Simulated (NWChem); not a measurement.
CH3BrSZn; SMILES [S](C)[Zn][Br]

```xyz
7

Zn     0.2101     0.1981    -0.0004
Br    -0.0869    -2.0152     0.0001
S      0.5327     2.3257     0.0004
C     -1.1976     2.9881     0.0000
H     -1.7407     2.7014    -0.9029
H     -1.1035     4.0763     0.0180
H     -1.7535     2.6735     0.8855
```
Atoms are numbered in this order, from 1.

Results from NWChem. Pople sets run with spherical d functions. Coordinates come from a B3LYP/6-31G* (spherical d) optimisation. No frequency run checked for a minimum. Level M06-2X/6-31G*: energy and gradient on several grids; changes count from the extra-fine grid, which is no exact limit either.

| grid | size of the energy change (μHa) | largest change of a gradient component (μHa/bohr) |
|---|---|---|
| xcoarse | 10000 | 2000 |
| coarse | 500 | 200 |
| medium | 30 | 300 |
| fine | < 10 | 70 |
| xfine | < 10 | < 30 |
